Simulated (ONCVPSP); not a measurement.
Building the ONCV potential for palladium (PBE, scalar-relativistic).

```
Element                 : palladium (Pd)
Generator               : ONCVPSP 4.0.1
Type                    : optimised norm-conserving Vanderbilt (ONCV)
Functional              : PBE
Relativity              : scalar-relativistic
Frozen core             : [Ar] 3d10
Valence charge          : 18
Reference configuration : 4s2 4p6 4d9.5 (charge +0.5)
Partial waves           : 4s: rc 1.65 bohr, ncon 3, nbas 8, qcut 7.1 1/bohr, 2 projectors, debl 1.4 Ha; 4p: rc 1.35 bohr, ncon 4, nbas 9, qcut 9.5 1/bohr, 2 projectors, debl 3.1 Ha; 4d: rc 1.75 bohr, ncon 5, nbas 10, qcut 7.6 1/bohr, 2 projectors, debl 1.3 Ha
Local potential         : polynomial inside 1.20 bohr (lpopt 5, dvloc0 0 Ha)
Core correction         : Teter function, fcfact 5.5, rcfact 1.7
```

In the s channel the program set the typed energies aside and used -3.331, 0.250 Ha.

Poles of the logarithmic derivatives, all-electron (AE) and pseudo (PS). s: poles at -3.0 (AE) and -3.0 (PS) Ha. p: poles at -0.6 (AE) and -0.6 (PS) Ha. d: poles at 0.4 (AE) and 0.4 (PS) Ha. Test radii: s 1.68, p 1.37, d 1.78 bohr.

* Cutoffs needed: 32 Ha and 38 Ha (the cutoffs (Ha) at which the residual kinetic energy of the hardest occupied pseudo-wave falls to 1 and 0.1 mHa per electron)
* Ghost test: no bound ghost flagged; no localised positive-energy state flagged
* Largest excitation error: -498 meV (all-electron minus pseudo) for 4s1 4p6 4d10, out of 4 test configurations
* rms error of d²Exc/dni dnj: 5.63 mHa without and 6.09 mHa with the model core
